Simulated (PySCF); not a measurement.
Species: C3H5Br.
Atom-mapped SMILES: `[Br:1][CH:2]1[CH2:3][CH2:4]1` (hydrogens: H5 on C2; H6, H7 on C3; H8, H9 on C4)

Computed with PySCF at wB97X-D/def2-SVPD, non-relativistic, on one gas-phase PBE0-D3(BJ)/def2-SVP geometry that isn't relaxed in the solvent. The solvent is an IEF-PCM continuum (cavity from Bondi-type radii × 1.2), and excitations are vertical TDDFT with non-equilibrium linear response and a frozen core. Specific hydrogen bonds and non-electrostatic terms are outside this model. Spin–orbit coupling is left out although an atom past zinc is present.

Gas-phase singlets (H = HOMO, L = LUMO):

| state | E (eV) | λ (nm) | f | leading configurations |
| --- | --- | --- | --- | --- |
| S1 | 5.990 | 207 | 0.000 | H→L 92% |
| S2 | 6.353 | 195 | 0.001 | H-1→L 92% |
| S3 | 7.696 | 161 | 0.067 | H→L+1 81%, H→L+4 12% |
| S4 | 8.037 | 154 | 0.061 | H-1→L+1 68%, H-1→L+4 17% |
| S5 | 8.074 | 154 | 0.021 | H→L+2 81% |

Question: What are the lowest 5 singlets in chloroform (ε = 4.711)?

Answer: 
```tsv
state	E (eV)	λ (nm)	f	leading configurations	change by rank (eV)
S1	6.044	205	0.001	H→L 91%	+0.054
S2	6.415	193	0.003	H-1→L 90%	+0.062
S3	7.678	161	0.112	H→L+1 84%	-0.018
S4	7.981	155	0.082	H-1→L+1 65%, H-2→L 17%	-0.056
S5	8.091	153	0.165	H-2→L 61%, H-1→L+1 16%	+0.017
```

Question: How does the list change in dichloromethane (ε = 8.93)?

Answer: 
```json
{"state": "S1", "E (eV)": "6.057", "λ (nm)": "205", "f": "0.001", "leading configurations": "H→L 90%", "change by rank (eV)": "+0.067"}
{"state": "S2", "E (eV)": "6.430", "λ (nm)": "193", "f": "0.003", "leading configurations": "H-1→L 90%", "change by rank (eV)": "+0.077"}
{"state": "S3", "E (eV)": "7.678", "λ (nm)": "161", "f": "0.113", "leading configurations": "H→L+1 85%", "change by rank (eV)": "-0.018"}
{"state": "S4", "E (eV)": "7.977", "λ (nm)": "155", "f": "0.078", "leading configurations": "H-1→L+1 63%, H-2→L 21%", "change by rank (eV)": "-0.060"}
{"state": "S5", "E (eV)": "8.083", "λ (nm)": "153", "f": "0.167", "leading configurations": "H-2→L 57%, H-1→L+1 20%", "change by rank (eV)": "+0.009"}
```

Question: The ground-state energy changes by -0.103 eV from gas to dichloromethane. By how much does the total energy of gas-phase S1 change?

Answer: E(S1) = E(S0) + excitation energy, so it changes by -0.103 + 0.067 = -0.036 eV: it is lowered less than the ground state, which is what a blue shift means. This is the vertical state, with the slow part of the continuum still set for S0.

Question: How do the frontier levels move from gas to dichloromethane?

Answer: 
```json
{"orbital": "LUMO+2", "gas (eV)": "2.77", "solvent (eV)": "2.80", "change (eV)": "+0.03", "Löwdin shares, gas": "Br1 58 %, H7 10 %, H9 10 %, H5 6 %", "Löwdin shares, solvent": "Br1 72 %, H7 6 %, H9 6 %, H5 5 %"}
{"orbital": "LUMO+1", "gas (eV)": "2.44", "solvent (eV)": "2.54", "change (eV)": "+0.10", "Löwdin shares, gas": "Br1 25 %, C4 15 %, C3 15 %, H5 11 %", "Löwdin shares, solvent": "Br1 47 %, C3 10 %, C2 10 %, C4 10 %"}
{"orbital": "LUMO", "gas (eV)": "1.60", "solvent (eV)": "1.57", "change (eV)": "-0.03", "Löwdin shares, gas": "Br1 65 %, C2 20 %", "Löwdin shares, solvent": "Br1 68 %, C2 19 %"}
{"orbital": "HOMO", "gas (eV)": "-9.44", "solvent (eV)": "-9.51", "change (eV)": "-0.07", "Löwdin shares, gas": "Br1 66 %, C2 15 %, C3 8 %, C4 8 %", "Löwdin shares, solvent": "Br1 62 %, C2 17 %, C3 9 %, C4 9 %"}
{"orbital": "HOMO-1", "gas (eV)": "-9.82", "solvent (eV)": "-9.89", "change (eV)": "-0.07", "Löwdin shares, gas": "Br1 72 %, C2 10 %, C4 7 %, C3 7 %", "Löwdin shares, solvent": "Br1 65 %, C2 10 %, C4 10 %, C3 10 %"}
{"orbital": "HOMO-2", "gas (eV)": "-11.30", "solvent (eV)": "-11.19", "change (eV)": "+0.11", "Löwdin shares, gas": "C3 27 %, C4 27 %, Br1 24 %, C2 14 %", "Löwdin shares, solvent": "Br1 29 %, C3 24 %, C4 24 %, C2 14 %"}
{"orbital": "HOMO-3", "gas (eV)": "-11.94", "solvent (eV)": "-11.87", "change (eV)": "+0.07", "Löwdin shares, gas": "C2 33 %, Br1 22 %, C3 16 %, C4 16 %", "Löwdin shares, solvent": "C2 30 %, Br1 25 %, C4 15 %, C3 15 %"}
```

The HOMO–LUMO gap goes from 11.04 to 11.08 eV. Rows go by rank; for LUMO+1 and LUMO+2 the atom shares or the degeneracy differ between the runs, so the row needn't follow one orbital.

Note: wB97X-D ran without an empirical dispersion term, which enters the total energy and its gradient alone.
